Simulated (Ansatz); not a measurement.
hexafluoropropene (C3F6), singlet, geometry from GFN2-xTB. Base run: CAM-B3LYP/STO-3G (Ansatz, a program for electronic structure).

Input for Ansatz:
Ansatz 0.2 input:
```yaml
crystal:
  periodic: [false, false, false]
  atoms:
    - {symbol: F, position_ang: [2.49184748, -0.18829557, 0.79842098]}
    - {symbol: C, position_ang: [1.31418502, 0.24683492, 0.42467974]}
    - {symbol: F, position_ang: [1.26067366, 1.55824784, 0.42112146]}
    - {symbol: C, position_ang: [0.28229877, -0.52520184, 0.08521556]}
    - {symbol: F, position_ang: [0.37606850, -1.85663792, 0.10149667]}
    - {symbol: C, position_ang: [-1.06436063, 0.03101770, -0.34154878]}
    - {symbol: F, position_ang: [-1.61086992, 0.78624932, 0.61807922]}
    - {symbol: F, position_ang: [-0.95447491, 0.80748822, -1.42550070]}
    - {symbol: F, position_ang: [-1.91799358, -0.94215242, -0.62584863]}
basis:
  gaussian:
    orbitals: STO-3G
hamiltonian:
  xc: cam_b3lyp
```

The base run was repeated with changes; each row names its change, and settings that it needs were set with it.

```
change                                        E (Eh)
----------------------------------------  ----------
base                                      -702.91637
functional = hse06                        -702.59924
functional = B97M-V                                ?
functional = lc_wpbe                      -702.77301
functional = revpbe                       -703.01905
functional = SVWN5                        -698.30217
functional = B2PLYP                       -702.37554
functional = b3lyp; dispersion = d3bjatm           ?
functional = pbe; dispersion = d4                  ?
functional = wB97X                                 ?
functional = B2GP-PLYP                    -702.17214
functional = wB97X-V                      -703.06507
functional = pbe0                         -702.62383
```

Problem. What belongs in the gaps?

Solution. 
- functional = B97M-V, E (Eh): -703.26124
- functional = b3lyp; dispersion = d3bjatm, E (Eh): -703.15298
- functional = pbe; dispersion = d4, E (Eh): -702.50648
- functional = wB97X, E (Eh): -703.13161

Totals shift with the method and basis; they matter in differences.
